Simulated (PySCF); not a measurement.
CdHIS, SMILES [Cd]([SH])[I].

The structure is a stationary point at B3LYP-D3(BJ)/def2-TZVP. The def2 effective core potentials stand for the cores of Cd, I; spin–orbit coupling is left out. The values are those of a single conformer.

These are M06-2X/def2-TZVPD run with PySCF values and carry that method's errors.

Symmetry labels are those of the subgroup Cs that the program uses (full group Cs).

Computed valence orbital energies around the gap with their symmetry:
```csv
orbital,symmetry,energy (eV)
HOMO−7,A",-18.43
HOMO−6,A',-18.21
HOMO−5,A',-12.53
HOMO−4,A',-10.72
HOMO−3,A',-9.51
HOMO−2,A",-8.96
HOMO−1,A',-8.84
HOMO,A",-8.58
LUMO,A',-1.38
LUMO+1,A',-0.63
LUMO+2,A",-0.32
LUMO+3,A',0.37
```
